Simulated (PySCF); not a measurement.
## Polarisability and C₆ of Tc⁺ (technetium, charge +1)

[Kr] 4d5 5s1, high-spin 7S determinant. Computed with PySCF 2.14 in aug-cc-pVTZ-DK (9s8p6d3f2g, 102 functions), with scalar relativity by spin-free X2C-1e. Coupled (time-dependent) response in atomic units; α is the mean over directions.

| method | mean α (bohr³) | C₆ (like pair) | S(−4) |
| --- | --- | --- | --- |
| B97-3 | 37.06 | 276.0 | 830.8 |

S(−4) is the Cauchy moment in α(ω) = α(0) + S(−4) ω² + …

α(iu) at B97-3:

```csv
u (hartree),α(iu) (bohr³)
0,37.06
0.0500,35.12
0.100,30.62
0.200,21.46
0.300,15.55
0.500,9.679
0.750,6.446
1.00,4.736
1.50,2.934
2.00,2.003
3.00,1.095
5.00,0.4665
```

A single London oscillator, α(iu) = α/(1 + u²/ω²), gives C₆ = (3/4) ω α². Matching the computed C₆ needs ω = 4 × 276.0 / (3 × 37.06²) = 0.268 hartree.

For an ion, C₆ is the dispersion term alone; charge-induced terms of lower order in 1/R come first.
